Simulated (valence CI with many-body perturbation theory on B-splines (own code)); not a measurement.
**Missing levels of Pd³⁰⁺**

Computed by relativistic CI+MBPT: six valence electrons over a frozen Dirac-Fock core [Ne], a basis of 9 s, 9 p, 8 d, 6 f, 3 g, 1 h functions for each j, with the one-electron correlation potential Σ1, the two-electron term Σ2, the three-electron term Σ3, Breit, model QED; selected CI, second order for the rest, scaled by the run's own slope (own B-spline code, finite nucleus).

The last digits are not significant, and no measured levels were compared; by estimate large intervals hold to a few tenths of a per cent, small ones and those within an open d or f shell to about a per cent. Among the levels kept, up to 1500 cm⁻¹ of a level comes from second order outside the variational space, and about a tenth of that is noise between levels of different J, which matters for small intervals.

| Level | E (cm⁻¹) |
| --- | --- |
| (3s^2 3p1/2^2 3p3/2^2) J=2 | 0 |
| (3s^2 3p1/2^2 3p3/2^2) J=0 | 79040 |
| (3s^2 3p1/2 3p3/2^3) J=1 | 277480 |
| (3s^2 3p1/2 3p3/2^3) J=2 | ? |
| (3s^2 3p3/2^4) J=0 | 637550 |
| (3s 3p1/2^2 3p3/2^3) J=2 | 944280 |
| (3s^2 3p1/2^2 3p3/2 3d3/2) J=1 | ? |
| (3s^2 3p1/2^2 3p3/2 3d3/2) J=2 | 1011300 |
| (3s^2 3p1/2^2 3p3/2 3d3/2) J=0 | 1027000 |
| (3s^2 3p1/2^2 3p3/2 3d3/2) J=3 | 1027300 |
| (3s^2 3p1/2^2 3p3/2 3d5/2) J=4 | 1082400 |
| (3s 3p1/2^2 3p3/2^3) J=1 | 1104000 |
| (3s^2 3p1/2^2 3p3/2 3d5/2) J=2 | ? |
| (3s^2 3p1/2^2 3p3/2 3d5/2) J=3 | ? |
| (3s 3p1/2 3p3/2^4) J=0 | ? |
| (3s^2 3p1/2^2 3p3/2 3d5/2) J=1 | 1228500 |
| (3s^2 3p1/2 3p3/2^2 3d3/2) J=1 [a] | 1248200 |
| (3s^2 3p1/2 3p3/2^2 3d3/2) J=2 [a] | ? |
| (3s^2 3p1/2 3p3/2^2 3d3/2) J=0 | 1275000 |
| (3s^2 3p1/2 3p3/2^2 3d3/2) J=3 [a] | 1281700 |

Levels are named by their leading jj configuration (3d3/2^4 stands for four electrons in 3d with j = 3/2), which in mixed levels can hold well under half, so a name can repeat and another be missing. Letters in brackets count levels of one name in rising energy.

Q: The levels stand in rising order. What does the calculation give for the missing energies?

A: (3s^2 3p1/2 3p3/2^3) J=2 324490; (3s^2 3p1/2^2 3p3/2 3d3/2) J=1 986240; (3s^2 3p1/2^2 3p3/2 3d5/2) J=2 1133900; (3s^2 3p1/2^2 3p3/2 3d5/2) J=3 1181900; (3s 3p1/2 3p3/2^4) J=0 1220900; (3s^2 3p1/2 3p3/2^2 3d3/2) J=2 [a] 1256100.
